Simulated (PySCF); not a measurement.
## Ar⁴⁺ (argon, charge +4) across methods

[Ne] 3s2 3p2, high-spin 3P determinant. All numbers are calculated (PySCF 2.14, the non-relativistic Hamiltonian (point nucleus), in an even-tempered Gaussian basis (18 s from 0.09 bohr⁻², ratio 2.5; 13 p from 0.12 bohr⁻², ratio 2.5; 5 d from 1.2 bohr⁻², ratio 2.7; 5 f from 1.8 bohr⁻², ratio 2.7)).

```json
{"method": "M06", "E (hartree)": "-522.2751", "mean ε 3s α (eV)": "-85.202", "mean ε 3s β (eV)": "-80.944", "mean ε 3p α (eV)": "-68.439", "Σ⟨r²⟩ (bohr²)": "9.142", "⟨S²⟩": "2.001"}
{"method": "PBE", "E (hartree)": "-522.0828", "mean ε 3s α (eV)": "-82.568", "mean ε 3s β (eV)": "-79.162", "mean ε 3p α (eV)": "-66.827", "Σ⟨r²⟩ (bohr²)": "9.191", "⟨S²⟩": "2.002"}
{"method": "UHF", "E (hartree)": "-521.71388", "mean ε 3s α (eV)": "-93.262", "mean ε 3s β (eV)": "-84.674", "mean ε 3p α (eV)": "-74.489", "Σ⟨r²⟩ (bohr²)": "9.253", "⟨S²⟩": "2.007"}
{"method": "r2SCAN", "E (hartree)": "-522.2393", "mean ε 3s α (eV)": "-83.653", "mean ε 3s β (eV)": "-79.279", "mean ε 3p α (eV)": "-67.514", "Σ⟨r²⟩ (bohr²)": "9.202", "⟨S²⟩": "2.004"}
{"method": "r2SCAN0", "E (hartree)": "-522.2414", "mean ε 3s α (eV)": "-86.215", "mean ε 3s β (eV)": "-80.978", "mean ε 3p α (eV)": "-69.436", "Σ⟨r²⟩ (bohr²)": "9.203", "⟨S²⟩": "2.005"}
{"method": "LDA", "E (hartree)": "-520.6563", "mean ε 3s α (eV)": "-82.425", "mean ε 3s β (eV)": "-79.366", "mean ε 3p α (eV)": "-66.681", "Σ⟨r²⟩ (bohr²)": "9.199", "⟨S²⟩": "2.001"}
```

(1) Estimate the same row for PBE0.

Results:

(1) E (hartree) = -522.1208; mean ε 3s α (eV) = -85.478; mean ε 3s β (eV) = -80.943; mean ε 3p α (eV) = -68.960; Σ⟨r²⟩ (bohr²) = 9.194; ⟨S²⟩ = 2.003.
